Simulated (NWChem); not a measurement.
C₂H₆FSb; SMILES [CH3][Sb]([CH3])[F]

All runs: NWChem. The level has its own optimisation.

Problem. Estimate the computed values for Hartree-Fock/STO-3G (all-electron, non-relativistic). Quantities: r F–Sb (Å); r C–Sb (Å); dipole (D).

Solution. 
```json
{
 "r F–Sb (Å)": "1.920",
 "r C–Sb (Å)": "2.122",
 "dipole (D)": "1.13"
}
```
